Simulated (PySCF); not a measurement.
# Spinor energies of Er⁶⁶⁺ (erbium, charge +66)

Start: 1s2. Calculated with PySCF 2.14 in an uncontracted even-tempered set (15 s from 200 bohr⁻², ratio 2.4; 11 p from 260 bohr⁻², ratio 2.4; 3 d from 820 bohr⁻², ratio 2.6; 3 f from 1200 bohr⁻², ratio 2.6): generalised Hartree-Fock with the X2C-1e Hamiltonian and a Gaussian nucleus; one run each with spin-orbit coupling (SO) switched off, then screened by Boettger's factors, then bare.

```
spinor shell  electrons  ε, spin-free (eV)  ε, screened SO (eV)  ε, bare SO (eV)  weight of nominal j (screened SO)  rms radius, screened SO (bohr)
       1s1/2          2           -66000.2             -66000.2         -66000.2                              1.000                          0.0230
```

```csv
quantity,spin-free,screened SO,bare SO
E (hartree),-4899.92508,-4899.92508,-4899.92508
M_J,0,0,0
⟨J²⟩,0.000,0.000,0.000
⟨L²⟩,0.000,0.000,0.000
⟨S²⟩,0.000,0.000,0.000
```

Breit and QED terms are absent; they matter most for the inner s and p1/2 levels.

Densities and radii are taken from the X2C orbitals without a picture-change correction, which distorts them close to the nucleus.

Without spin-orbit coupling the j labels of p, d and f shells carry no meaning; the spin-free column gives the mean over the occupied spinors of each nl shell.
